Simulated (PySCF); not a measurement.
Calculation: PBE-D3(BJ)/def2-TZVP // r2SCAN-D4/def2-SVP (PySCF). Gas-phase values, no solvent. One relaxed conformer stands for a flexible species; it need not be the lowest. 

Reference species: [Ti(Cl)3(NH2)] (neutral, multiplicity 1).

```
Item                                        Result
----------------------------------------  --------
charge on the central atom (meta-Löwdin)    1.06 e
HOMO                                      -7.12 eV
HOMO–LUMO gap                              3.01 eV
coordination number                              4
```

Changed species: [Ti(NH2)4] (4 of 4 Cl replaced by NH2; the reference has 1 of 4 Cl replaced by NH2).

### Question
What does the change do to the charge on the central atom (meta-Löwdin), HOMO, HOMO–LUMO gap and coordination number?

### Answer
the charge on the central atom (meta-Löwdin) increases by 0.05 e, to 1.11 e; the HOMO increases by 1.70 eV, to -5.42 eV; the HOMO–LUMO gap rises by 0.75 eV, to 3.76 eV; the coordination number hardly moves.
